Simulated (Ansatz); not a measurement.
WSe2, relaxed as a triplet with UKS PBE-D4/def2-TZVP in Ansatz, starting from the PBE-D4/def2-TZVP geometry of the neutral singlet. Force threshold 0.02 eV/Å.

In the def2 sets W takes a core potential; there is no spin–orbit coupling. The relaxation made no stability test and no search for a lower SCF solution. The structure comes from a short search, and lower isomers may exist.

Start:

```xyz
3

W     0.478    0.061    0.732
Se   -0.249    1.774   -0.510
Se   -0.229   -1.836   -0.222
```

Q: Estimate the energy that the relaxation releases and the steps that it takes.

A: 0.04 eV, in 3 steps; 2.4 s on 4 threads of AMD EPYC 9R45 on a shared host. No frequencies were taken in this run, so the end may be a saddle point.

Q: Does the start keep its bonding and symmetry?

A: By distances, no bond broke or formed. The bond that changes most is W1–Se2, from 2.24 to 2.27 Å (atoms count from 1). Point group C2v at the start, C2v at the end, both within 0.05 Å.

Q: Predict the relaxed structure.

A: 
```xyz
3

W     0.4529    0.0579    0.6930
Se   -0.2366    1.8582   -0.4975
Se   -0.2163   -1.9161   -0.1956
```
Bond lengths: 2 × Se–W 2.27 Å.
